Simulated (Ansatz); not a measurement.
`FC#C[CH2][GeH3]` and `FC#C[SeH]` differ in one atom or group.

Ansatz, PBE0-D4/def2-TZVP geometries, multiplicity 1. Each molecule was computed in one conformer, which needn't be the lowest.

Scalar relativity is left out up to krypton.

```csv
property,`FC#C[CH2][GeH3]`
size of the dipole moment (B3LYP/def2-TZVPP) / D,1.18
LUMO energy (PBE/def2-TZVPP) / eV,-0.16
HOMO energy (B3LYP/def2-TZVPP) / eV,-7.10
HOMO energy (PBE0/def2-TZVPP) / eV,-7.32
HOMO–LUMO gap (B3LYP/def2-TZVPP) / eV,7.43
HOMO–LUMO gap (ωB97M-V/def2-TZVPP) / eV,11.64
```

**Question.** What does the change do to each property? (Best estimate.)

**Answer.** Ansatz gave: 
| property | `FC#C[SeH]` | shift |
| --- | --- | --- |
| size of the dipole moment (B3LYP/def2-TZVPP) / D | 0.77 | -0.41 |
| LUMO energy (PBE/def2-TZVPP) / eV | -1.27 | -1.11 |
| HOMO energy (B3LYP/def2-TZVPP) / eV | -6.51 | 0.59 |
| HOMO energy (PBE0/def2-TZVPP) / eV | -6.74 | 0.58 |
| HOMO–LUMO gap (B3LYP/def2-TZVPP) / eV | 5.88 | -1.55 |
| HOMO–LUMO gap (ωB97M-V/def2-TZVPP) / eV | 10.47 | -1.17 |

With PBE0 the HOMO rises by 0.58 eV and the LUMO falls by 0.97 eV, so the gap narrows by about 1.55 eV. PBE moves the HOMO by 0.52 eV and ωB97M-V by 0.65 eV. Dipoles are sizes alone; their direction can turn.

B3LYP here is the variant with VWN-RPA as its local correlation; programs differ in this.

Spin–orbit coupling is left out; it splits and shifts lone-pair levels of the heavy atoms by tenths of an eV.
